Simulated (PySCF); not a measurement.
C3H3Cl2F. Atoms are numbered in the order given.

```xyz
9

F     -1.9448    -0.5258    -1.0232
C     -1.3817     0.0020     0.0876
C     -0.7737     1.3760    -0.0046
C      0.1105     0.1628     0.1314
Cl     1.0416    -0.3635    -1.2692
Cl     0.9173    -0.1128     1.6843
H     -1.8848    -0.3121     1.0082
H     -0.8586     2.0515     0.8503
H     -0.7855     1.8452    -0.9920
```

Geometry optimised at B3LYP-D3(BJ)/def2-SVP. The structure was generated by enumeration; whether it is a known compound was not checked.

All values below come from PySCF with PBE/def2-TZVP.

Atomic charges (e):

```csv
atom,Mulliken,Löwdin
F1,-0.16,0.18
C2,0.03,-0.35
C3,-0.26,-0.21
C4,0.16,-0.79
Cl5,-0.08,0.38
Cl6,-0.10,0.36
H7,0.12,0.14
H8,0.14,0.14
H9,0.15,0.15
```

Q: Give the Mayer and Wiberg (Löwdin basis) orders of the bonds. (An estimate is asked for; the answer gives what the named calculation found.)

A: 
| bond | Mayer | Wiberg |
|---|---|---|
| F1–C2 | 1.13 | 1.74 |
| C2–C3 | 0.95 | 1.25 |
| C2–C4 | 0.91 | 1.22 |
| C3–C4 | 0.96 | 1.25 |
| C4–Cl5 | 1.11 | 1.66 |
| C4–Cl6 | 1.06 | 1.64 |
| C2–H7 | 0.96 | 0.84 |
| C3–H8 | 0.92 | 0.86 |
| C3–H9 | 0.93 | 0.85 |
